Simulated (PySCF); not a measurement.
Cost of one run: excited-state job, `BrCC#C` (3-bromopropyne).

Method: TDDFT PBE0/def2-SVPD, vertical, gas phase, core orbitals frozen in the response (PySCF 2.14.0, density-fitted response routines). Geometry: GFN2-xTB, MD frame at 800 fs, 400 K. Work: 5 singlets by full TDDFT, polarisability, density fitting. The command runs a driver script over a list of jobs; the input below is this job's line of settings and its coordinates in Å.

Command:
```bash
OMP_NUM_THREADS=1 python probes_run.py task.json out
```

Input:
```
{"job": {"kind": "uv", "xc": "PBE0", "basis": "def2-SVPD", "nstates": 5, "ntriplets": 0}, "charge": 0, "multiplicity": 1}
C      0.799600    -0.393500     0.438800
C     -0.391600    -0.378700     0.728500
C     -1.767800    -0.015600     1.098400
Br    -2.449600     1.512800     0.022500
H      1.815000    -0.586800     0.238500
H     -1.721200     0.318600     2.101400
H     -2.522400    -0.800900     1.026300
```

Hardware: an INTEL XEON PLATINUM 8581C at 2.30 GHz with one thread, on a shared host. PySCF's memory limit was set to 1200 MB.

Problem. How large is the basis?

Solution. 125 functions for 56 electrons, with 573 fitting functions; the fitted three-index integrals, 573 × 125 × 126/2 numbers of 8 bytes, come to 34 MiB.

Problem. Estimate the wall time.

Solution. About 5.3 s. The SCF took 11 cycles.

Problem. Estimate the peak memory.

Solution. About 0.54 GiB. Peak memory is the resident size of the whole Python process, interpreter and libraries included.

The SCF part of the output:
```
coarse grid: 30288 points
cycle   1  E = -2689.3421646650  dE = -7.553e-01  |g| = 2.901e-01  |ddm| = 5.063e+00
cycle   2  E = -2689.3331959402  dE =  8.969e-03  |g| = 3.360e-01  |ddm| = 1.404e+00
cycle   3  E = -2689.3590367715  dE = -2.584e-02  |g| = 1.376e-01  |ddm| = 6.306e-01
cycle   4  E = -2689.3636663293  dE = -4.630e-03  |g| = 3.753e-02  |ddm| = 1.821e-01
cycle   5  E = -2689.3640012608  dE = -3.349e-04  |g| = 7.554e-03  |ddm| = 5.738e-02
cycle   6  E = -2689.3640129334  dE = -1.167e-05  |g| = 2.570e-03  |ddm| = 1.663e-02
cycle   7  E = -2689.3640150752  dE = -2.142e-06  |g| = 4.061e-04  |ddm| = 5.635e-03
final grid: 62816 points
cycle   8  E = -2689.3640112633  dE =  1.769e-10  |g| = 4.780e-04  |ddm| = 2.715e-03
cycle   9  E = -2689.3640112370  dE =  2.636e-08  |g| = 5.952e-04  |ddm| = 1.500e-03
cycle  10  E = -2689.3640113149  dE = -7.790e-08  |g| = 6.117e-05  |ddm| = 8.062e-04
cycle  11  E = -2689.3640113158  dE = -8.718e-10  |g| = 2.200e-05  |ddm| = 9.867e-05
converged SCF energy = -2689.3640113158
```

On the final grid dE counts from the start density on that grid.

The host was shared with other jobs, so the times are rough.
